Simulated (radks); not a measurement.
Question: Successive ionisation energies (eV) of one element, from differences of total energies of ions in their ground configurations, starting at charge 44: 7674.4, 7909.3, 8146.1, 8384.6, 8995.9, 9249.6, 9615.2, 9812.1, 40450, 41263. Method: Dirac Kohn-Sham, BLYP, spin-unpolarised, spherical densities, finite nucleus; open shells fill j = l - 1/2 first; Fermi nuclear charge, rms radius 4.7859 fm; computed with a radial shooting solver on a logarithmic mesh with Libxc functionals. Which element is it?

Answer: Xenon (Z = 54). The first species listed is Xe44+ in [Ne], the last Xe53+ in 1s1.
